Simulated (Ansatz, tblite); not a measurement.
Forces on the cluster Te₂Mo at its B3LYP-D4/def2-TZVP geometry. Total charge 0; singlet.

In the def2 sets Mo, Te take a core potential; there is no spin–orbit coupling. The xTB rows come from tblite. B3LYP takes the VWN-RPA correlation. The restricted singlet is unstable towards broken spin symmetry at other levels; at B3LYP-D4/def2-TZVP this wasn't settled. The order of the spin states hangs on the level: the triplet lies 0.98 eV below the singlet at PBE0-D4/def2-TZVP, but 0.15 eV above it at GFN1-xTB. The structure comes from a short search, and lower isomers may exist.

GFN1-xTB (tblite), largest force 1.23 eV/Å:

```xyz
3
positions Å, forces eV/Å
Mo    0.435   -0.432   -0.733    0.487   -0.484   -0.822
Te    1.526    0.774    1.072    0.736    0.556    0.807
Te   -1.961   -0.343   -0.339   -1.222   -0.072    0.015
```

GFN2-xTB (tblite), largest force 0.28 eV/Å:

```
Mo 0.014 -0.015 -0.025
Te 0.240 0.086 0.112
Te -0.254 -0.072 -0.088
```

B3LYP-D4/def2-TZVP (Ansatz), largest force 0.01 eV/Å:

```
Mo -0.004 0.003 0.006
Te -0.004 -0.003 -0.005
Te 0.008 0.000 -0.001
```
